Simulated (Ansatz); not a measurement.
`CC([SiH3])=[Se]` and `CC(=O)[SiH3]` differ in one element.

Ansatz, PBE0-D4/def2-TZVP geometries, multiplicity 1. 

Scalar relativity is left out up to krypton. Spin–orbit coupling is left out; it splits and shifts lone-pair levels of the heavy atoms by tenths of an eV.

```json
{"property": "LUMO energy (B3LYP/def2-TZVPP) / eV", "`CC([SiH3])=[Se]`": "-2.88"}
{"property": "HOMO energy (B3LYP/def2-TZVPP) / eV", "`CC([SiH3])=[Se]`": "-5.92"}
{"property": "size of the dipole moment (PBE/def2-TZVPP) / D", "`CC([SiH3])=[Se]`": "1.91"}
{"property": "LUMO energy (PBE0/def2-TZVPP) / eV", "`CC([SiH3])=[Se]`": "-2.71"}
{"property": "LUMO energy (ωB97M-V/def2-TZVPP) / eV", "`CC([SiH3])=[Se]`": "-0.65"}
{"property": "HOMO–LUMO gap (PBE/def2-TZVPP) / eV", "`CC([SiH3])=[Se]`": "1.48"}
```

What does the change do to each property? (An estimate is asked.)

Computed: 
```csv
property,`CC(=O)[SiH3]`,shift
LUMO energy (B3LYP/def2-TZVPP) / eV,-1.50,1.38
HOMO energy (B3LYP/def2-TZVPP) / eV,-6.74,-0.82
size of the dipole moment (PBE/def2-TZVPP) / D,2.33,0.42
LUMO energy (PBE0/def2-TZVPP) / eV,-1.26,1.45
LUMO energy (ωB97M-V/def2-TZVPP) / eV,0.99,1.64
HOMO–LUMO gap (PBE/def2-TZVPP) / eV,3.14,1.66
```

With PBE0 the HOMO falls by 0.81 eV and the LUMO rises by 1.45 eV, so the gap widens by about 2.26 eV. PBE moves the HOMO by -0.51 eV and ωB97M-V by -0.94 eV. Dipoles are sizes alone; their direction can turn.

Positive LUMOs are unbound, so they and the gaps depend on the basis.

B3LYP here is the variant with VWN-RPA as its local correlation; programs differ in this.
